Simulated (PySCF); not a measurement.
Compound: C3HN3Si.
Numbering: `[N:1]#[C:2][SiH:3]([C:4]#[N:5])[C:6]#[N:7]` (hydrogens: H8 on Si3)

The same species was optimised twice, with GFN2-xTB and with PBE0-D3(BJ)/def2-SVP (PySCF), and the same property calculations (PySCF, gas phase) were run on both structures.

| coordinate | GFN2-xTB | PBE0-D3(BJ)/def2-SVP | change |
| --- | --- | --- | --- |
| C2–Si3 (Å) | 1.867 | 1.841 | -0.026 |
| Si3–C4 (Å) | 1.867 | 1.841 | -0.026 |
| Si3–C6 (Å) | 1.867 | 1.842 | -0.025 |
| C6≡N7 (Å) | 1.144 | 1.159 | +0.015 |
| C4≡N5 (Å) | 1.144 | 1.159 | +0.015 |
| N1≡C2 (Å) | 1.144 | 1.159 | +0.015 |
| C2–Si3–C6 (°) | 105.9 | 108.3 | +2.4 |
| C4–Si3–C6 (°) | 106.0 | 108.1 | +2.1 |
| C2–Si3–C4 (°) | 106.0 | 107.9 | +1.9 |
| Si3–C6–N7 (°) | 179.0 | 178.7 | -0.3 |
| N1–C2–Si3 (°) | 179.0 | 178.8 | -0.2 |
| Si3–C4–N5 (°) | 179.1 | 178.9 | -0.2 |

Rotational constants: A = 2082, B = 2080, C = 1170 MHz (GFN2-xTB) against A = 2096, B = 2076, C = 1151 MHz (PBE0-D3(BJ)/def2-SVP). Point groups within 0.08 Å: C3v and C3v.

On the GFN2-xTB structure: N1s of N1 (eV) 406.53 [delta-SCF UKS SCAN, pcX-2 on the ionised atom, pcseg-1 elsewhere, spin-free X2C]; C1s of C2 (eV) 292.99 [delta-SCF UKS SCAN, pcX-2 on the ionised atom, pcseg-1 elsewhere, spin-free X2C]; Si1s of Si3 (eV) 1850.40 [delta-SCF UKS SCAN, pcX-2 on the ionised atom, pcseg-1 elsewhere, spin-free X2C]; Si2p of Si3 (eV) 110.60 [delta-SCF UKS SCAN, pcX-2 on the ionised atom, pcseg-1 elsewhere, spin-free X2C].

Problem. What do these properties become on the PBE0-D3(BJ)/def2-SVP structure?

Solution. 
```csv
property,level,on GFN2-xTB,on PBE0-D3(BJ)/def2-SVP,change
N1s of N1 (eV),"delta-SCF UKS SCAN, pcX-2 on the ionised atom, pcseg-1 elsewhere, spin-free X2C",406.53,406.64,+0.11
C1s of C2 (eV),"delta-SCF UKS SCAN, pcX-2 on the ionised atom, pcseg-1 elsewhere, spin-free X2C",292.99,293.09,+0.10
Si1s of Si3 (eV),"delta-SCF UKS SCAN, pcX-2 on the ionised atom, pcseg-1 elsewhere, spin-free X2C",1850.40,1850.24,-0.16
Si2p of Si3 (eV),"delta-SCF UKS SCAN, pcX-2 on the ionised atom, pcseg-1 elsewhere, spin-free X2C",110.60,110.45,-0.15
```

The heavy atoms differ by 0.040 Å rms after alignment. Among bonds between heavy atoms C2–Si3, Si3–C4 and Si3–C6 change most and about equally (-0.026 to -0.025 Å). Changes are differences of the printed values. Neither structure is proved a minimum here.
